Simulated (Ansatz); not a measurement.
Input for Ansatz (a program for electronic structure): R-revPBE/def2-TZVPP on H2 (SMILES [H][H]).

Ansatz 0.2 input:
```yaml
crystal:
  periodic: [false, false, false]
  atoms:
    - {symbol: H, position_ang: [0.00000000, 0.00000000, 0.37198582]}
    - {symbol: H, position_ang: [-0.00000000, -0.00000000, -0.37198582]}
basis:
  gaussian:
    orbitals: def2-TZVPP
hamiltonian:
  xc: {name: revPBE}
scf: {lower_state_search: off}
```

Output:

```
WARN ansatz: RAYON_NUM_THREADS=4 ignored (pool sized by the plan → 4); use --threads N
Functional definition: revPBE
these checks for a lower state are left out or cut short: stability, starts, cluster_reference, orbital_swaps, neighbouring_geometries, increment
integrals: 0.00 GiB planned
118 factors; their error is unknown
mean field: 0.05 GiB planned
mean field evaluation 1: about -31.6967 eV, gradient 9.3e0 eV
mean field evaluation 2: about -31.9759 eV, gradient 3.2e0 eV
mean field evaluation 4: about -32.0179 eV, gradient 6.1e-2 eV
mean field evaluation 8: about -32.0163 eV, gradient 1.0e-4 eV
mean field -32.01633135 eV, -1.1765784757 hartree, gradient 3.3e-7 eV, S^2 0.000000; 0 other end points of the search recorded, 0 dependent functions left out
reference -32.01635812 eV, -1.1765794595 hartree; 1, 1 occupied and 27, 27 virtual orbitals, 118 factors
Total energy: -32.01635812 eV, -1.1765794595 hartree
Checks for a lower state left out: stability, starts, cluster_reference, orbital_swaps, neighbouring_geometries, increment
```

Self-consistency was reached.

Cost: about 0.18 core-seconds (a rough figure).
